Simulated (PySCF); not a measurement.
# How methods differ on the excitation energy of Ir⁺

Ir⁺ [Xe] 4f14 5d7 6s1 (5F) → Ir⁺ [Xe] 4f14 5d8 (3F), as a difference of total energies. Computed with PySCF 2.14 in aug-cc-pwCVDZ-PP with ECP60MDF, with a scalar-relativistic core potential. Correlated levels: valence and next inner shell: nothing frozen outside the core potential. The calculations carry no spin-orbit coupling.

| method | excitation energy (eV) |
| --- | --- |
| UHF | 0.837 |
| MP2 (valence and next inner shell) | 0.609 |
| SCS-MP2 (valence and next inner shell) | 0.374 |
| CCSD (valence and next inner shell) | 0.591 |
| CCSD(T) (valence and next inner shell) | 0.515 |

Task: How much does correlation contribute at CCSD(T) (valence and next inner shell)?

Result: 0.515 − (0.837) = -0.322 eV, measured against UHF.

Errors of the correlated levels include the incompleteness of this basis.

For comparison: 0.362 eV (measured; NIST levels, between the centres of gravity of the two terms).
